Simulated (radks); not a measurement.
Values are calculated unless marked as measured or tabulated.
Cs54+, 1 electrons, occupied as 1s1.

Level of theory: scalar-relativistic Kohn-Sham, r2SCAN, spin-polarised, spherical densities, finite nucleus; open shells are filled with parallel spins first (spin-orbit coupling, left out, can overturn this in heavy ions); meta-GGA in the generalised Kohn-Sham scheme; Fermi nuclear charge, rms radius 4.8041 fm (a radial shooting solver on a logarithmic mesh with Libxc functionals).

Energy parts (eV):
| part | energy |
|---|---|
| total | -42963.92 |
| kinetic | 46902.21 |
| electron-nucleus | -89864.66 |
| Hartree | 498.58 |
| exchange-correlation | -500.06 |

Orbitals (lengths in bohr, moments of r in powers of bohr; r(90%) holds 90 % of the orbital's charge):
orbital  occ.  eigenvalue (eV)  r(90%)      <r^2>
1s up       1        -42634.55  0.0463  0.0008974

The highest occupied level is 1s up at -42635 eV. The spin density at the nucleus is 136463 e/bohr^3 (1s 136463). The density falls to 0.001 e/bohr^3 at r = 0.16 bohr. The electron density at the nucleus is 1.365e+05 e/bohr^3 (large components only). Summed over all electrons, <r^2> = 0.0008974 bohr^2, which gives a Langevin (diamagnetic) susceptibility term of -0.000711 x 10^-6 cm^3/mol. Spin moment in Bohr magnetons: 1.
